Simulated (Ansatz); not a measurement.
Other settings, tried on Li2Al2⁺.

```yaml
crystal:
  periodic: [false, false, false]
  atoms:
    - {symbol: Al, position_ang: [-1.607273, 0.086639, 0.434610]}
    - {symbol: Al, position_ang: [-0.273382, -0.545111, -1.552321]}
    - {symbol: Li, position_ang: [0.882085, 1.718566, 0.046304]}
    - {symbol: Li, position_ang: [0.998570, -1.260093, 1.071406]}
basis:
  gaussian: {orbitals: STO-3G}
total_charge: 1
magnetization: {spin_polarized: true, initial_magnetization: 1}
hamiltonian: {xc: {name: PBE-QIDH}}
scf: {omitted_lower_state_checks: [starts]}
output: {forces: true}
```

```sh
$ ansatz run in.yaml --threads 4 --pin off --events-out ev --progress --plain --max-ram 3916MiB
```

It prints (some lines left out):

```
Functional definition: PBE-QIDH
  name "PBE-QIDH"
  cite "Brémond, Sancho-García, Pérez-Jiménez & Adamo, J. Chem. Phys. 141, 031101 (2014) doi:10.1063/1.4890314"
  cite "Perdew, Burke & Ernzerhof, Phys. Rev. Lett. 77, 3865 (1996) doi:10.1103/PhysRevLett.77.3865"
  parameter a = 3^(-1/3)
  parameter c = 1/3
  exchange = (1 - a)*pbe_x + a*exact_x
  correlation = (1 - c)*pbe_c + c*(mp2_os + mp2_ss)
these checks for a lower state are left out or cut short: starts
310 factors; integrals over basis functions are off by at most 4.9e-4 eV
mean field evaluation 1: about -13418.6690 eV, gradient 8.5e0 eV
mean field evaluation 2: about -13418.7188 eV, gradient 8.5e0 eV
mean field evaluation 4: about -13420.2895 eV, gradient 9.0e-1 eV
mean field evaluation 8: about -13420.3269 eV, gradient 9.0e-2 eV
mean field evaluation 16: about -13420.3283 eV, gradient 3.3e-3 eV
mean field -13420.32834713 eV, -493.1879701317 hartree, gradient 7.0e-6 eV, S^2 0.813587; 0 other end points of the search recorded, 0 dependent functions left out
10 core orbitals not correlated: weight in the atoms' cores, before any rotation towards them, 0.999 or more for the frozen orbitals, at most 0.000 for the correlated occupied ones
reference -13420.32836077 eV, -493.1879706332 hartree; 6, 5 occupied and 12, 13 virtual orbitals, 310 factors
second order -2.57552512 eV of doubles, -0.00000000 eV of singles
the calculation of the forces begins
Total energy: -13421.18686915 eV, -493.2195202340 hartree
Atom 0 at    -1.607273     0.086639     0.434610 Å, force     1.083090    -0.095595    -0.401032 eV/Å
Atom 1 at    -0.273382    -0.545111    -1.552321 Å, force     0.080829     0.379547     1.093225 eV/Å
Atom 2 at     0.882085     1.718566     0.046304 Å, force    -0.560649    -0.687626    -0.158333 eV/Å
Atom 3 at     0.998570    -1.260093     1.071406 Å, force    -0.603269     0.403675    -0.533860 eV/Å
Dipole moment:    -0.024351    -0.005885    -0.014635 e Å
Checks for a lower state left out: starts
```

Hardware: 4 threads of Arm Neoverse V1 on a shared host. Wall time 1.4 s.

Correlated methods freeze 10 core orbitals; core or outer-core shells of Li are correlated, in sets that lack core-valence functions.

The dipole of an ion depends on the origin.
